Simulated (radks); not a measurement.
Values are calculated unless marked as measured or tabulated.
All-electron atom: P3+ in [Ne] 3s2. Level of theory: non-relativistic Kohn-Sham, PBE, spin-polarised, spherical densities, point nucleus (a radial shooting solver on a logarithmic mesh with Libxc functionals). Some entries of the table are withheld. Estimate them.

orbital  occ.  eigenvalue (eV)  <r> (bohr)
1s          2              (1)      0.1040
2s          2              (2)      0.5203
2p          6              (3)      0.4836
3s          2              (4)         (5)

Answer. 
(1) 1s eigenvalue (eV): -2117.619
(2) 2s eigenvalue (eV): -211.4482
(3) 2p eigenvalue (eV): -163.0251
(4) 3s eigenvalue (eV): -45.5040
(5) 3s <r> (bohr): 1.674
